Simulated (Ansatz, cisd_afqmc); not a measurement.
Species: SbH3, charge 0, singlet. SbH3 (SMILES [SbH3]).
B3LYP-D3(BJ)/def2-TZVP minimum from Ansatz (a program for electronic structure):
```
Sb
H 1 1.7138
H 1 1.7138 2 91.40
H 1 1.7138 2 91.40 3 91.44
```

Total energies in def2-SVP, 8 correlated electrons, 9 frozen orbitals. Open shells are spin-unrestricted; no spin-orbit coupling. Correlated methods leave the cores frozen (noble-gas shells, and filled d and f shells in the p block). Past Kr the def2 sets carry scalar-relativistic core potentials. AFQMC/CISD: phaseless, guided by CISD from CCSD amplitudes; bars are statistical, one sigma. Outlying blocks are dropped, and bars are widened where a walk drifts. Over all cases where full CI ran beside it in this data, AFQMC minus full CI had a median of +0.1 mEh and passed +0.4 mEh in a tenth of the cases. Spin-orbit terms, left out, reach several kcal/mol for Br and I, and more for heavier atoms.

The bar of a AFQMC/CISD walk is widened from 0.10 to 0.13 mEh, since its error had not levelled off in the blocking analysis.

| method | program | energy (Eh) | minus CCSDTQ (mEh) |
|---|---|---|---|
| HF | Ansatz | -240.96898 | 140.83 |
| MP2 | Ansatz | -241.07831 | 31.50 |
| CCSD | Ansatz | -241.10618 | 3.63 |
| CCSD(T) | Ansatz | -241.10910 | 0.71 |
| CCSDT(Q) | Ansatz | -241.10979 | 0.02 |
| CCSDTQ | Ansatz | -241.10981 | 0.00 |
| AFQMC/CISD | cisd_afqmc | -241.1097 ± 0.0002 | 0.1 ± 0.2 |

Rough core times of Ansatz's runs on a shared machine: CCSD(T) under 20 s, CCSDT(Q) under 20 s, CCSDTQ 50 s.
